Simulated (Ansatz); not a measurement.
H8N2SSi2, SMILES `N[SiH2]S[SiH2]N`. The species carries charge 0 and has multiplicity 1. The geometry is a stationary point of PBE0-D4/def2-TZVP. It is one conformer, not always the lowest.

```xyz
13

N    -2.270   -1.902   -1.189
Si   -0.723   -1.265   -0.830
S    -0.819    0.533    0.344
Si    1.284    0.919    0.566
N     1.604    2.310    1.508
H    -2.818   -2.315   -0.450
H    -2.862   -1.420   -1.846
H     0.036   -2.288   -0.068
H    -0.041   -0.960   -2.113
H     1.874    1.127   -0.780
H     1.911   -0.250    1.233
H     1.405    3.221    1.126
H     1.418    2.290    2.498
```

Q: What is the dipole moment at ωB97M-V/def2-TZVPP? (An estimate is asked.)

A: Ansatz gave: 1.40 D, with components (-1.11, 0.69, 0.52) D in this frame, pointing from negative to positive charge.

Q: And with PBE, r2SCAN, B3LYP? (Estimate.)

A: Computed: PBE 1.43 D, r2SCAN 1.41 D, B3LYP 1.37 D.

Q: Give the Mulliken charges with ωB97M-V, r2SCAN, B3LYP in def2-TZVPP. (Estimate.)

A: Ansatz gave: 
| atom | ωB97M-V | r2SCAN | B3LYP |
| --- | --- | --- | --- |
| N1 | -0.37 | -0.45 | -0.41 |
| Si2 | 0.36 | 0.48 | 0.46 |
| S3 | -0.33 | -0.39 | -0.37 |
| Si4 | 0.36 | 0.48 | 0.46 |
| N5 | -0.37 | -0.45 | -0.41 |
| H6 | 0.12 | 0.15 | 0.14 |
| H7 | 0.12 | 0.15 | 0.14 |
| H8 | -0.03 | -0.08 | -0.07 |
| H9 | -0.03 | -0.08 | -0.07 |
| H10 | -0.03 | -0.08 | -0.07 |
| H11 | -0.03 | -0.08 | -0.07 |
| H12 | 0.12 | 0.15 | 0.14 |
| H13 | 0.12 | 0.15 | 0.14 |

B3LYP here is the variant with VWN-RPA as its local correlation; programs differ in this.
